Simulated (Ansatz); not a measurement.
Ligand exchange: AuBr + CH4O → AuOH + CH3Br

Species: AuBr, singlet; CH4O (methanol) `CO`, singlet; AuOH `[OH][Au]`, singlet; CH3Br (bromomethane) `CBr`, singlet. The partners trade Br for OH: Au–Br and C–OH bonds give way to Au–OH and C–Br.

Shapes, held fixed at every level: PBE0-D4/def2-TZVP. Programs: Ansatz 0.2.0. The zero-point and thermal change to 298 K, harmonic and unscaled (PBE0-D4/def2-TZVP), is -6.8 kJ/mol.

| level | kind | ΔH(298 K) (kJ/mol) | less CCSD(T)/def2-TZVPP | CPU time (sum over the molecules) |
| --- | --- | --- | --- | --- |
| r2SCAN-D4/def2-TZVPP | meta-GGA | +109.5 | -6.7 | 18 s |
| B3LYP-D4/def2-TZVPP | global hybrid | +117.1 | +0.9 | 13 s |
| PBE0-D4/def2-TZVPP | global hybrid | +125.1 | +8.9 | 9.9 s |
| wB97M-V/def2-TZVPP | range-separated hybrid | +126.0 | +9.8 | 36 s |
| B2PLYP/def2-TZVPP | double hybrid | +115.1 | -1.1 | 18 s |
| CCSD/def2-TZVPP | coupled cluster or CI | +124.9 | +8.7 | – |
| CCSD(T)/def2-TZVPP | coupled cluster or CI | +116.2 | 0.0 | 47 s |

The highest level, CCSD(T)/def2-TZVPP, gives ΔH(298 K) = +116.2 kJ/mol; the levels span +109.5 to +126.0. The column of differences is taken from that level and isn't an error. No measured value is set beside it here. T1 is large for AuBr (0.022), AuOH (0.030), so single-reference values are less sure there. For atoms past krypton def2 sets carry core potentials with scalar relativity. Relativity is left out for Br. Outer-core shells of Au, Br are correlated in most correlated rows, in sets that cover them unevenly. Times are processor times on shared x86 and Arm servers, and rough.
